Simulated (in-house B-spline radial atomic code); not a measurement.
Configurations of Sn5+, with energies counted from [Kr] 4d9. Level of theory: scalar-relativistic (X2C) LC-wPBE, spin-polarised, spherical fractional occupations, exact exchange averaged over the configuration, Fermi nucleus of rms radius 4.6519 fm; calculated with an all-electron radial atomic-structure program (B-spline basis). Shells without spins written out take the highest spin.

Occupations are held fixed; configurations that lie above the ionisation limit could autoionise.

| configuration | E - E(ref) (eV) | highest orbital | its <r> (bohr) |
| --- | --- | --- | --- |
| [Kr] 4d8 5d1 | 55.517 | 5d up | 2.664 |
| [Kr] 4d8 4f1 | 57.017 | 4f up | 1.872 |
| [Ar] 3d10 4s2 4p5 4d9 5p1 | 105.89 | 5p up | 2.101 |
| [Ar] 3d10 4s2 4p5 4d9 5d1 | 122.29 | 5d up | 2.655 |

Task: Order these further configurations by energy, lowest first.
A. [Ar] 3d9 4s2 4p6 4d10
B. [Ar] 3d10 4s2 4p5 4d9 5f1
C. [Kr] 4d8 5p1
D. [Kr] 4d8 5f1

Result: C (39.165 eV), D (70.899 eV), B (137.63 eV), A (461.47 eV).
